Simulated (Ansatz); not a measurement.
BFH3NOSi, SMILES `NB1O[SiH]1F`, charge 0, multiplicity 1.

**Question.** Give a relaxed structure at PBE0-D4/def2-TZVP (the Gaussian-basis code of Ansatz). (Best estimate.)

**Answer.** The calculation gave: 
Z-matrix (Å, degrees):
```
Si
F 1 1.594
B 1 1.878 2 123.9
O 1 1.695 2 114.0 3 51.1
H 1 1.477 2 105.3 3 176.5
N 3 1.381 1 168.4 2 -83.0
H 6 1.003 3 122.8 1 -6.2
H 6 1.007 3 122.3 1 172.8
```
